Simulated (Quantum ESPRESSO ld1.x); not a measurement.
Values are calculated unless marked as measured or tabulated.
Eu XLVII, 17 electrons, occupied as [Ne] 3s2 3p5.

Level of theory: scalar-relativistic Kohn-Sham, LDA (Slater exchange, Perdew-Zunger correlation), spin-polarised, spherical densities, point nucleus; open shells are filled with parallel spins first (ld1.x of Quantum ESPRESSO 7.5).

Energy parts (eV):
part                     energy
total                 -241749.8
kinetic                262298.2
electron-nucleus      -531234.2
Hartree                 30787.1
exchange-correlation    -3600.9

Orbitals (lengths in bohr, moments of r in powers of bohr):
| orbital | occ. | eigenvalue (eV) | <1/r> | <r> |
|---|---|---|---|---|
| 1s up | 1 | -51304.9 | 70.18 | 0.02233 |
| 1s down | 1 | -51301.8 | 70.19 | 0.02233 |
| 2s up | 1 | -10820.6 | 16.44 | 0.09420 |
| 2s down | 1 | -10818.0 | 16.44 | 0.09419 |
| 2p up | 3 | -9980.84 | 15.37 | 0.08291 |
| 2p down | 3 | -9977.63 | 15.37 | 0.08291 |
| 3s up | 1 | -4190.01 | 6.586 | 0.2299 |
| 3s down | 1 | -4183.00 | 6.583 | 0.2300 |
| 3p up | 3 | -3933.68 | 6.254 | 0.2242 |
| 3p down | 2 | -3926.57 | 6.252 | 0.2243 |

The highest occupied level is 3p down at -3926.6 eV. The density falls to 0.001 e/bohr^3 at r = 0.68 bohr. For comparison, the ionisation energy in NIST's Atomic Spectra Database is 3921 eV (theoretical). In exact Kohn-Sham theory the highest level is minus the ionisation energy, but local and semilocal functionals leave it too shallow, through self-interaction and a potential that decays too fast; potentials with the right tail come closer. Summed over all electrons, <r^2> = 0.4830 bohr^2, which gives a Langevin (diamagnetic) susceptibility term of -0.383 x 10^-6 cm^3/mol. Spin moment in Bohr magnetons: 1.
